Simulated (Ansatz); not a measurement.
```yaml
crystal:
  periodic: [false, false, false]
  atoms:
    - {symbol: C, position_ang: [-0.777732, 0.302075, -1.781846]}
    - {symbol: Ti, position_ang: [-0.055646, 0.135129, 0.153859]}
    - {symbol: C, position_ang: [2.005966, 0.265605, 0.043107]}
    - {symbol: C, position_ang: [-0.629894, -1.728435, 0.844954]}
    - {symbol: N, position_ang: [-0.790634, 1.517274, 1.191371]}
    - {symbol: H, position_ang: [-1.869826, 0.228738, -1.804406]}
    - {symbol: H, position_ang: [-0.488438, 1.259513, -2.227319]}
    - {symbol: H, position_ang: [-0.357358, -0.509771, -2.387772]}
    - {symbol: H, position_ang: [2.452316, -0.038133, 0.996934]}
    - {symbol: H, position_ang: [2.374367, -0.402171, -0.744236]}
    - {symbol: H, position_ang: [2.332604, 1.285569, -0.187635]}
    - {symbol: H, position_ang: [-0.119187, -1.951705, 1.788629]}
    - {symbol: H, position_ang: [-0.355470, -2.492800, 0.108688]}
    - {symbol: H, position_ang: [-1.711452, -1.780536, 1.011184]}
    - {symbol: H, position_ang: [-0.367681, 2.423713, 1.341584]}
    - {symbol: H, position_ang: [-1.664937, 1.463136, 1.697101]}
basis:
  gaussian: {orbitals: def2-SVP}
total_charge: 1
magnetization: {spin_polarized: true, initial_magnetization: 1}
hamiltonian: {xc: {name: B2PLYP}}
output: {forces: true}
```

```sh
$ ansatz run in.yaml --threads 4 --pin off --events-out ev --progress --plain --max-ram 11315MiB
```

Output, abridged:

```
Functional definition: B2PLYP
1506 factors; integrals over basis functions are off by at most 1.2e-3 eV
mean field evaluation 1: about -27840.8395 eV, gradient 6.3e1 eV
mean field evaluation 2: about -27840.9252 eV, gradient 6.3e1 eV
mean field evaluation 4: about -27856.4529 eV, gradient 2.8e1 eV
mean field evaluation 8: about -27860.1873 eV, gradient 2.9e-1 eV
mean field evaluation 16: about -27860.2125 eV, gradient 2.7e-2 eV
mean field evaluation 32: about -27860.2657 eV, gradient 4.2e-5 eV
mean field -27860.55059081 eV, -1023.8563496528 hartree, gradient 2.2e-6 eV, S^2 0.832538; 12 other end points of the search recorded, 0 dependent functions left out
9 core orbitals not correlated: weight in the atoms' cores, before any rotation towards them, 1.000 or more for the frozen orbitals, at most 0.000 for the correlated occupied ones
reference -27860.55078916 eV, -1023.8563569421 hartree; 20, 19 occupied and 113, 114 virtual orbitals, 1506 factors
second order -30.47006598 eV of doubles, -0.00000000 eV of singles
Total energy: -27868.77770698 eV, -1024.1586905954 hartree
Atom 0 at    -0.777732     0.302075    -1.781846 Å, force    -0.089624    -0.723805    -2.111112 eV/Å
Atom 1 at    -0.055646     0.135129     0.153859 Å, force     0.150606    -0.308351    -0.266319 eV/Å
Atom 2 at     2.005966     0.265605     0.043107 Å, force    -0.171397    -0.150106     0.049973 eV/Å
Atom 3 at    -0.629894    -1.728435     0.844954 Å, force     0.190399     0.076124    -0.065022 eV/Å
Atom 4 at    -0.790634     1.517274     1.191371 Å, force     0.135710     0.091765     0.618857 eV/Å
Atom 5 at    -1.869826     0.228738    -1.804406 Å, force    -0.365615    -0.198072     0.754102 eV/Å
Atom 6 at    -0.488438     1.259513    -2.227319 Å, force     0.534397     0.471554     0.474638 eV/Å
Atom 7 at    -0.357358    -0.509771    -2.387772 Å, force     0.145173    -0.184759     0.022482 eV/Å
Atom 8 at     2.452316    -0.038133     0.996934 Å, force    -0.056557    -0.133812     0.286542 eV/Å
Atom 9 at     2.374367    -0.402171    -0.744236 Å, force    -0.050134    -0.217394    -0.209184 eV/Å
Atom 10 at     2.332604     1.285569    -0.187635 Å, force    -0.122992     0.329791    -0.074557 eV/Å
Atom 11 at    -0.119187    -1.951705     1.788629 Å, force     0.238265     0.100300     0.203046 eV/Å
Atom 12 at    -0.355470    -2.492800     0.108688 Å, force     0.137927    -0.081566    -0.255461 eV/Å
Atom 13 at    -1.711452    -1.780536     1.011184 Å, force    -0.306729     0.199635    -0.034567 eV/Å
Atom 14 at    -0.367681     2.423713     1.341584 Å, force     0.222426     0.665271     0.187446 eV/Å
Atom 15 at    -1.664937     1.463136     1.697101 Å, force    -0.591854     0.063425     0.419135 eV/Å
Dipole moment:    -0.397120     0.559595     0.105241 e Å
```

Hardware: 4 threads of an Intel Xeon 6975P-C on a shared host. Wall time 24 s, peak host memory 0.91 GiB.
